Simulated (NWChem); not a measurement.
System: C$_{2}$H$_{4}$NO, doublet; SMILES CC([NH])=O

```xyz
8

C      0.0137     1.3882     0.0124
C      0.0596    -0.1048     0.1287
N     -0.9744    -0.8060    -0.4334
O      1.0177    -0.7251     0.5737
H      0.0692     1.6740    -1.0490
H     -0.9414     1.7727     0.4010
H      0.8531     1.8330     0.5603
H     -1.0668    -1.7080     0.0516
```
Atoms are numbered in this order, from 1.

Results from NWChem. Pople sets run with spherical d functions. Spin-unrestricted. Spin-contaminated determinants: UHF/6-31G* (<S²> = 0.89). Geometry: optimised at PBE0/def2-SVP, spin-unrestricted. No stability test was run on the SCF state. Atomic charges in e: unrestrained fits to the electrostatic potential beside Mulliken populations; buried atoms are poorly determined by the fit.

For level UHF/6-31G*:

| Item | Result |
|---|---|
| ESP C1 | -0.46 |
| Mulliken C1 | -0.57 |
| ESP C2 | 0.98 |
| Mulliken C2 | 0.61 |
| Mulliken N3 | -0.53 |
| Mulliken O4 | -0.48 |

**Question.** How do the values read with level B3LYP/def2-SVP instead?

**Answer.** 
- ESP C1: -0.32
- Mulliken C1: 0.05
- ESP C2: 0.80
- Mulliken C2: -0.01
- Mulliken N3: -0.11
- Mulliken O4: -0.18
